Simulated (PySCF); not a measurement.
**Basis-set dependence of KH at CCSD(T)**

PySCF, RHF reference; singlet, unpaired electrons none; De to K + H without counterpoise correction. Frozen cores follow the default of each basis and core potential.

```csv
basis,relativity,functions,Re (Å),ωe (cm⁻¹),De (eV),frozen orbitals
def2-SVP,no relativity,29,2.308,915,1.47,5
def2-TZVP,no relativity,39,2.278,967,1.51,5
def2-TZVPP,no relativity,47,2.271,981,1.69,5
```

(1) How does each smaller set differ from the one with most functions, def2-TZVPP?

Measured (Huber and Herzberg, Constants of Diatomic Molecules (1979)): Re = 2.2425 Å, ωe = 983.6 cm⁻¹. Correlated steps freeze 5 core orbitals. Correlated levels converge slowly with the basis: in double zeta they bind strong bonds too weakly, by up to about 1 eV, and carry superposition errors of some tenths. Where the molecule has an RHF reference, its open-shell atoms are computed with UHF. The CCSD T1 diagnostic is raised in KH, a sign that a single reference may not be enough there.

Results:

(1) def2-SVP: +3.7 pm, -6.7 % in ωe, -0.22 eV in De; def2-TZVP: +0.7 pm, -1.4 % in ωe, -0.18 eV in De. All at CCSD(T); the set with most functions is neither the basis-set limit nor always the best.
